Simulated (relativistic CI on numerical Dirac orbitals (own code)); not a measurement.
Sensitivity of the levels of Dy XXXII to α and to the nuclear radius

Computed by Dirac-Coulomb-Breit CI, orbitals from a KLI potential per configuration, derivatives by finite differences, unscaled Slater integrals, QED left out (own radial code, finite nucleus).

Configurations in the expansion (outside the closed core [Ar] 3d10): 4s2 4p5, 4s 4p6, 4s2 4p4 4d, 4s 4p5 4d, 4s2 4p4 4f, 4s 4p5 4f. Double excitations out of closed p, d and f shells are left out; levels of such configurations are missing from the list, as are those of other unlisted configurations, and high levels can miss mixing partners.

With x = (α/α₀)² − 1 an excitation energy changes as ω = ω₀ + qx; K = 2q/ω₀ is the relative enhancement. Terms are leading LS components, so labels can repeat. The field-shift factor is F = δν/δ⟨r²⟩ for the transition from the lowest level.

Lowest level 4s2 4p5 2P°_3/2.

```tsv
Level	ω₀ (cm⁻¹)	q (cm⁻¹)	F (GHz/fm²)
4s2 4p5 2P°_1/2	398821	462900	-38.7
4s 4p6 2S_1/2	982156	215900	-284
4s2 4p4 4d 4D_3/2	991870	32180	7.3
4s2 4p4 4d 4D_5/2	1002185	42990	6.97
4s2 4p4 4d 4F_7/2	1023135	38610	6.87
4s2 4p4 4d 2P_1/2	1039647	195400	-180
4s2 4p4 4d 2D_3/2	1080132	42550	7.29
4s2 4p4 4d 2F_7/2	1080506	111000	8.09
4s2 4p4 4d 4F_9/2	1086364	113100	8.12
4s2 4p4 4d 2D_5/2	1179181	121200	8.88
4s2 4p4 4d 4P_1/2	1197279	293800	-241
4s2 4p4 4d 2D_3/2	1206606	149200	5.33
4s2 4p4 4d 2F_5/2	1223367	166000	2.76
```

At this charge energies of transitions that change n are usually good to better than 1 %, and those within a shell (Δn = 0) to a few per cent.

(1) Which transition from the lowest level has the largest |K|?

Answers

(1) 4s2 4p5 2P°_1/2 at 398821 cm⁻¹, K = 2.32.
